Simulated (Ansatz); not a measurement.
BH3N (SMILES [BH]N) moved off its minimum; all values from Ansatz (a first-principles code), cores frozen in correlated methods. Open shells are unrestricted.
(charge 0, multiplicity 2)
```xyz
5

B      0.85451    -0.37406     0.02806
N     -0.54916     0.06793    -0.02564
H      1.84882     0.49947     0.03123
H     -0.78170     1.17273    -0.18741
H     -1.42972    -0.41948     0.03456
```

Forces at MP2/aug-cc-pVTZ (eV/Å):

```csv
atom,Fx,Fy,Fz
B1,-1.314,2.230,0.089
N2,1.683,3.549,-0.557
H3,-1.805,-1.562,-0.129
H4,0.997,-3.716,0.620
H5,0.438,-0.501,-0.023
```

Problem. Give the forces (eV/Å), the total energy and the dipole at CCSD(T)/aug-cc-pVTZ.

Solution. 
```json
[
 {"atom": "B1", "Fx": "-1.381", "Fy": "2.111", "Fz": "0.085"},
 {"atom": "N2", "Fx": "1.708", "Fy": "3.418", "Fz": "-0.536"},
 {"atom": "H3", "Fx": "-1.672", "Fy": "-1.458", "Fz": "-0.124"},
 {"atom": "H4", "Fx": "0.950", "Fy": "-3.558", "Fz": "0.594"},
 {"atom": "H5", "Fx": "0.395", "Fy": "-0.513", "Fz": "-0.019"}
]
```
Energy -81.1953 hartree, dipole 2.09 D.
